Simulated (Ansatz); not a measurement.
Species: C₉H₉NSSi, SMILES `[SiH3]c1ccc(S)c2cccnc12` (C–C–S–H torsion 139°) (charge 0, multiplicity 1).

Question: Give a relaxed geometry from PBE-D3(BJ)/def2-SVP (Ansatz, an electronic-structure program).

Answer: One answer among several that fit: the end point of this relaxation, one of several conformers (outside a Z-matrix the atoms follow the SMILES, hydrogens last).
Z-matrix (Å, degrees):
```
C
N 1 1.3659
C 2 1.3237 1 118.87
H 3 1.1052 2 116.65 1 -179.82
C 3 1.4210 4 119.93 2 179.29
C 5 1.3868 3 118.75 4 179.39
H 5 1.0999 6 121.13 3 -179.34
H 6 1.1003 5 120.85 7 -1.09
C 6 1.4223 8 119.41 5 178.57
C 1 1.4316 2 116.65 3 -178.02
C 10 1.3923 1 118.23 2 179.78
H 11 1.1016 10 119.98 1 -179.81
C 11 1.4190 12 118.48 10 178.37
C 13 1.3938 11 121.12 12 179.71
H 13 1.1003 14 119.18 9 -179.28
S 14 1.7849 13 117.74 15 3.78
H 16 1.3633 14 96.97 13 -139.21
Si 10 1.8910 11 124.47 12 0.06
H 18 1.5020 10 112.03 11 118.04
H 18 1.5022 19 109.64 10 -125.26
H 18 1.5090 19 108.19 20 -117.79
```
